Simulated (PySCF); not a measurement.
Species: C5H4ClF3O.
Atom-mapped SMILES: `[CH2:1]=[CH:2][O:3]/[C:4](=[CH:5]\[Cl:6])[C:7]([F:8])([F:9])[F:10]` (hydrogens: H11, H12 on C1; H13 on C2; H14 on C5)

Structure used (GFN2-xTB), in Å, numbered top down from 1:
```
atom  x, y, z in Å
C1     1.7080   -1.0717    0.4106
C2     1.3298   -0.8127   -0.8267
O3     0.3999    0.1168   -1.2260
C4    -0.4929    0.6071   -0.3313
C5    -0.6995    1.9126   -0.1376
Cl6    0.2421    3.1057   -0.8996
C7    -1.3934   -0.3803    0.3949
F8    -2.6833   -0.0187    0.3029
F9    -1.1298   -0.4489    1.7129
F10   -1.2997   -1.6175   -0.0885
H11    1.2913   -0.5708    1.2674
H12    2.4645   -1.8086    0.5990
H13    1.7547   -1.2877   -1.6980
H14   -1.4923    2.2743    0.4978
```

Mayer bond orders were computed from the PBE0/pcSseg-1 density (PySCF). Isolated species at its GFN2-xTB geometry (one conformer only).

The orders 0.98, 1.11, 1.70, 1.93 belong to the bonds C1–C2, C4–C5, C5–Cl6, C7–F9, in another order. Match them.

C7–F9 0.98; C5–Cl6 1.11; C4–C5 1.70; C1–C2 1.93.

Set the orders of all bonds between heavy atoms beside their lengths and the difference of the ESP-fitted charges at their ends.

```json
{"bond": "C1–C2", "Mayer order": "1.931", "length (Å)": "1.320", "q(first) − q(second) (e)": "-0.615"}
{"bond": "C4–C5", "Mayer order": "1.700", "length (Å)": "1.336", "q(first) − q(second) (e)": "+0.579"}
{"bond": "C5–Cl6", "Mayer order": "1.107", "length (Å)": "1.700", "q(first) − q(second) (e)": "-0.383"}
{"bond": "C7–F10", "Mayer order": "1.011", "length (Å)": "1.332", "q(first) − q(second) (e)": "+0.708"}
{"bond": "C7–F8", "Mayer order": "1.005", "length (Å)": "1.343", "q(first) − q(second) (e)": "+0.738"}
{"bond": "O3–C4", "Mayer order": "0.992", "length (Å)": "1.356", "q(first) − q(second) (e)": "-0.470"}
{"bond": "C7–F9", "Mayer order": "0.983", "length (Å)": "1.346", "q(first) − q(second) (e)": "+0.747"}
{"bond": "C4–C7", "Mayer order": "0.972", "length (Å)": "1.521", "q(first) − q(second) (e)": "-0.322"}
{"bond": "C2–O3", "Mayer order": "0.965", "length (Å)": "1.374", "q(first) − q(second) (e)": "+0.328"}
```

For a closed shell the Mayer order of atoms A and B is Σ (PS)μν (PS)νμ over the basis functions μ on A and ν on B, with P the density and S the overlap matrix.
